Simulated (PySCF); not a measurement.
Species: C₅H₅BS.
SMILES with atom numbers: `[CH:1]#[C:2][B:3]([C:4]#[CH:5])[S:6][CH3:7]` (hydrogens: H8 on C1; H9 on C5; H10, H11, H12 on C7)

Torsions of this conformer, `[CH:1]#[C:2][B:3]([C:4]#[CH:5])[S:6][CH3:7]`: C2–B3–S6–C7 180°.

The closed-shell ground state was solved at several levels (PySCF, density fitting, gas phase, non-relativistic). The structure is a single PBE0-D3(BJ)/def2-SVP conformer in the gas phase; no vibrational or solvent corrections.

```tsv
level	basis functions	HOMO (eV)	LUMO (eV)	gap (eV)	dipole (D)
PBE0/cc-pVTZ	284	-7.39	-2.12	5.27	1.58
PBE0/cc-pVDZ	127	-7.30	-1.99	5.31	1.56
OPBE/pcSseg-1	151	-6.35	-2.86	3.49	1.63
PBE0/pcSseg-2	329	-7.43	-2.18	5.25	1.62
PBE0/def2-SVP	127	-7.34	-2.03	5.31	1.58
```

Task: Estimate the row for PBE0/aug-cc-pVDZ, a basis of 210 functions; the other rows only guide the guess.

Result: HOMO -7.41 eV, LUMO -2.17 eV, gap 5.24 eV, dipole 1.60 D.

Task: How much does the basis alone move the frontier levels among the 5 PBE0 rows (the withheld one included)?

Result: The HOMO by 0.13 eV and the LUMO by 0.19 eV. By rising basis size (HOMO, LUMO in eV): cc-pVDZ -7.30, -1.99; def2-SVP -7.34, -2.03; aug-cc-pVDZ -7.41, -2.17; cc-pVTZ -7.39, -2.12; pcSseg-2 -7.43, -2.18.

Task: How far do the dipole and the HOMO energy spread over the levels?

Result: The dipole runs from 1.56 to 1.63 D (mean 1.60 D) and the HOMO from -7.43 to -6.35 eV.
